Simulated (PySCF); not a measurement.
The dipole of `NC(=O)[SiH]1N[SiH2]N[SiH2]N1` from its density and from atomic charges.

Coordinates (PBE0-D3(BJ)/def2-SVP, Å) and charges (e) from the PBE0/pcSseg-1 density (PySCF):

```
atom       x       y       z  Mulliken      IAO  Hirshfeld  ESP-fitted
  N1   3.148   0.155   0.343   -0.3845  -0.4900    -0.1698     -0.7843
  C2   2.283  -0.876   0.201   +0.1396  +0.1693    +0.0759     +0.5139
  O3   2.454  -1.982   0.692   -0.4399  -0.5003    -0.2960     -0.5252
 Si4   0.691  -0.561  -0.822   +1.0195  +1.0703    +0.4084     +0.4377
  N5   0.259   1.125  -0.920   -0.8649  -0.9567    -0.3373     -0.6967
 Si6  -0.968   1.714   0.189   +0.8243  +0.9692    +0.3869     +0.5433
  N7  -2.368   0.678   0.178   -0.8468  -0.9529    -0.3362     -0.7061
 Si8  -2.217  -1.052   0.300   +0.8990  +1.0041    +0.4008     +0.6624
  N9  -0.510  -1.349   0.150   -0.8716  -0.9400    -0.3205     -0.5826
 H10   2.875   1.082   0.042   +0.2114  +0.2821    +0.1306     +0.3283
 H11   3.963   0.045   0.938   +0.1884  +0.2754    +0.1387     +0.3911
 H12   0.885  -1.085  -2.209   -0.0966  -0.1494    -0.0833     -0.0896
 H13   0.283   1.557  -1.839   +0.2269  +0.2709    +0.1178     +0.3523
 H14  -0.354   1.771   1.546   -0.1017  -0.1534    -0.0869     -0.0933
 H15  -1.391   3.078  -0.246   -0.1132  -0.1333    -0.0821     -0.1043
 H16  -3.256   1.077  -0.108   +0.2233  +0.2719    +0.1197     +0.3390
 H17  -3.069  -1.673  -0.764   -0.1309  -0.1665    -0.0941     -0.1417
 H18  -2.642  -1.638   1.609   -0.1245  -0.1575    -0.0887     -0.1437
 H19  -0.101  -2.070   0.744   +0.2421  +0.2871    +0.1157     +0.2994
```

Compute μ = Σ q r for each scheme (1 e·Å = 4.803 D) and compare with the dipole of the full density.

The full density gives (-0.55, 3.53, -1.37) D, 3.83 D in size; dipole vectors point from the negative to the positive end.

```tsv
scheme	μx	μy	μz	size (D)	share of the full size (%)	angle to the full dipole (°)
Mulliken	-1.56	2.61	-1.92	3.60	94	23
IAO	-1.06	3.71	-1.69	4.21	110	7
Hirshfeld	-0.21	2.59	-0.95	2.76	72	4
ESP-fitted	-0.55	3.51	-1.37	3.81	100	0
```

Which set comes closest?

Length of the difference vector: ESP-fitted 0.02 D, IAO 0.63 D, Hirshfeld 1.09 D, Mulliken 1.48 D. Closest: ESP-fitted. ESP charges are fitted to the potential around the molecule, whose slowest-falling term is the dipole's. 

What is left for the Hirshfeld atoms' own dipoles?

The Hirshfeld atoms' densities add up to the full density, so μ = Σ q r + Σ (atomic dipoles). The atomic dipoles sum to (-0.55, 3.53, -1.37) − (-0.21, 2.59, -0.95) = (-0.34, 0.94, -0.42) D, 1.09 D in size.

With the origin at the mean of the coordinates, (-0.002, 0.000, 0.001) Å, which are the largest single terms, by size, of the ESP-fitted dipole along the direction of the full one?

O3 +6.12, N5 -4.45, Si6 +4.31, H13 +3.48, N9 +3.43 D; all 19 atoms together +3.81 D. The single terms depend on the origin, their sum doesn't.

Give the size of the full dipole in other units.

3.83 D = 1.506 au = 0.797 e·Å = 12.77 × 10⁻³⁰ C·m.

Geometry: PBE0-D3(BJ)/def2-SVP, one conformer, isolated molecule.
